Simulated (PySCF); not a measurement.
# Computed properties of PbH2, SMILES [PbH2]

PbH2, SMILES [PbH2] (connectivity only; charge and spin as stated), neutral, multiplicity 1. Geometry optimised at B3LYP-D3(BJ)/def2-TZVPD. The def2 effective core potentials stand for the cores of Pb; spin–orbit coupling is left out. One conformer was computed; it need not be the lowest. All values are computed for the isolated molecule unless a solvent is named; none is compared with measurement here.

**Structure.** The optimised structure has C2v symmetry. All 3 harmonic modes at B3LYP-D3(BJ)/def2-TZVPD (PySCF) are real, so it is a minimum.

**Vibrations.** The strongest infrared lines (harmonic, unscaled, degenerate partners summed) lie at 1587 cm⁻¹ (545 km/mol, H 100 %), 1583 cm⁻¹ (502 km/mol, H 100 %), 724 cm⁻¹ (47 km/mol, H 100 %). The softest mode is at 724 cm⁻¹ and the zero-point energy is 5.6 kcal/mol.

**Electronic structure.** HF/def2-TZVPD (PySCF) places the frontier levels at -8.88 and -0.18 eV, a gap of 8.70 eV, and gives a dipole moment of 1.55 D and a mean polarisability of 51.4 bohr³. PBE/def2-TZVPD (PySCF) at the same geometry gives -5.77 and -3.64 eV, so its gap is 6.57 eV narrower. An orbital gap is neither the optical nor the fundamental gap.

**Excitations.** TDA-CAM-B3LYP/def2-TZVPD (PySCF) has S1 at 2.52 eV (491 nm, f = 0.009, weak); the most intense of the 10 singlets computed lies at 7.98 eV (f = 0.77). T1 (TDA) is at 1.80 eV, 0.72 eV under S1.
